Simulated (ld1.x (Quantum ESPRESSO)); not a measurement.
**Logarithmic derivatives: Ir (Z = 77), TM**

ld1.x (Quantum ESPRESSO) 7.5 input, shortened:

```
&input
   title='Ir', zed=77., rel=1, dft='PZ', iswitch=3,
   config='[Xe] 4f14 5d7 6s1.5 6p0.5'
 /
 &inputp
   pseudotype=2, tm=.true., lloc=2,
   nlcc=.true., rcore=1.40
 /
3
6S  1  0   1.50   0.00  2.35  2.35  0.0
6P  2  1   0.50   0.00  2.60  2.60  0.0
5D  3  2   7.00   0.00  2.25  2.25  0.0
 &test
   configts(1)='5d7 6s1.5 6p0.5'
 /
```

The phase is arctan(r·u′/u) with u = r·R(r), unwrapped; energies in Ry, scanned from -3 to 5 Ry. A pole is an energy at which the radial function vanishes at the test radius. The pseudo phase is shifted by a multiple of π to meet the all-electron one at the reference energy, and phase errors are pseudo minus all-electron; the curves can meet again beyond the range given. Levels narrower than the energy grid can be missing from the lists of poles. n/a: not evaluated, since a narrow level or a reset projector energy made the automatic matching unsafe.

Q: For each channel, where are the poles, and over which energies does the pseudopotential scatter like the atom?

A:

```tsv
channel	radius (bohr)	reference energy (Ry)	poles, all-electron	poles, pseudo	unbroken range about the reference energy with phases within 0.05 rad	phase error 1 Ry above the reference energy (rad)
s	2.86	-0.54	0.90	0.87	below 2.6	-0.003
p	2.86	-0.14	2.35	2.41	n/a	n/a
d	2.86	-0.61	-0.35, 4.85	-0.35, 4.87	the whole range	+0.001
```

Note: ghost states, extra bound levels that the all-electron valence spectrum of the same l lacks: s at -56.3 eV, p at -8.1 eV. A true bound ghost makes a file unfit for plane-wave use.

Phases in the s channel:

| E (Ry) | all-electron | pseudo |
| --- | --- | --- |
| -3.00 | 1.321 | 1.321 |
| -2.52 | 1.283 | 1.282 |
| -2.04 | 1.220 | 1.220 |
| -1.56 | 1.098 | 1.097 |
| -1.08 | 0.760 | 0.758 |
| -0.60 | -0.457 | -0.458 |
| -0.12 | -1.245 | -1.246 |
| 0.36 | -1.462 | -1.464 |
| 0.84 | -1.561 | -1.566 |
| 1.32 | -1.626 | -1.634 |
| 1.80 | -1.681 | -1.696 |
| 2.28 | -1.738 | -1.769 |
| 2.76 | -1.813 | -1.886 |
| 3.24 | -1.936 | -2.177 |
| 3.72 | -2.213 | -3.340 |
| 4.20 | -3.063 | -4.272 |
| 4.68 | -4.042 | -4.505 |
